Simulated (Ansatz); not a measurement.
Mulliken charges of `O[SiH](S)I` from ωB97M-V/def2-TZVPP in Ansatz (PBE0-D4/def2-TZVP geometry).

| atom | x (Å) | y (Å) | z (Å) | charge (e) |
| --- | --- | --- | --- | --- |
| O1 | 0.342 | 1.649 | -0.240 | -0.354 |
| Si2 | 0.259 | 0.124 | 0.331 | 0.420 |
| S3 | 0.489 | -1.224 | -1.301 | -0.224 |
| I4 | -1.862 | -0.340 | 1.461 | -0.158 |
| H5 | -0.278 | 1.905 | -0.927 | 0.190 |
| H6 | 1.324 | 0.024 | 1.344 | -0.004 |
| H7 | -0.213 | -2.207 | -0.715 | 0.131 |

By hand: the dipole of these point charges (1 e Å = 4.8032 D).

Σ q r = (0.086, -0.131, 0.009) e Å, of length 0.157 e Å = 0.75 D.

How does the dipole of the full density compare? (An estimate is asked.)

Ansatz gave: (-0.082, -0.022, -0.160) e Å, 0.87 D; the point charges give 0.86 times that, at 101° from its direction.

Point charges leave out the atoms' own dipoles, such as those of lone pairs, and Mulliken's split depends on the basis, so the two needn't agree.
